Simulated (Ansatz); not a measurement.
Two isomers of C2H7BO2Si: A = `CB(O)[SiH]1CO1`, B = `OC1COB1[SiH3]`.

Computed with Ansatz on PBE0-D4/def2-TZVP structures; ΔE is electronic, products minus reactants. CCSD(T)/CBS adds triple-zeta CCSD(T) − MP2 to the extrapolated MP2 energy (def2 sets, frozen cores). DFT in def2-TZVPP. B3LYP here is the variant with VWN-RPA as its local correlation; programs differ in this. One conformer a species, not always the lowest.

Task: Which is lower in electronic energy at CCSD(T)/CBS, and by how much? (An estimate is asked.)

Result: The calculation gave: A, by 34.3 kcal/mol.

Task: Give E(B) − E(A) in kcal/mol with HF/def2-TZVPP, CCSD(T)/def2-TZVPP, B3LYP-D4, ωB97M-V, r2SCAN-D4, MP2/def2-TZVPP, B2PLYP. (An estimate is asked.)

Result: Computed: HF/def2-TZVPP 29.3, CCSD(T)/def2-TZVPP 32.9, B3LYP-D4 34.7, ωB97M-V 33.9, r2SCAN-D4 37.2, MP2/def2-TZVPP 36.0, B2PLYP 35.2. None reverses the order clearly.

Largest T1 diagnostic: 0.015.

In def2-TZVPP, CCSD(T) changes the Hartree–Fock value by +3.6 kcal/mol (the triples alone add +0.7 kcal/mol) and MP2 by +6.6 kcal/mol. From PBE to PBE0 (25 % exact exchange), in def2-TZVPP and without D4, E(B) − E(A) moves by −1.5 kcal/mol.
